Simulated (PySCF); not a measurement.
Level of theory: TPSSh-D3(BJ)/def2-TZVP // r2SCAN-D4/def2-SVP (PySCF). All species are isolated molecules in the gas phase. One relaxed conformer stands for a flexible species; it need not be the lowest. 

Reference species: [Hf(NH2)3(H)] (neutral, multiplicity 1).

```json
{
  "coordination_number": "4"
}
```

Changed species: [Hf(NH2)(H)3] (3 of 4 NH2 replaced by H; the reference has 1 of 4 NH2 replaced by H).

Task: Predict the effect on the coordination number.

Result: the coordination number is nearly the same.
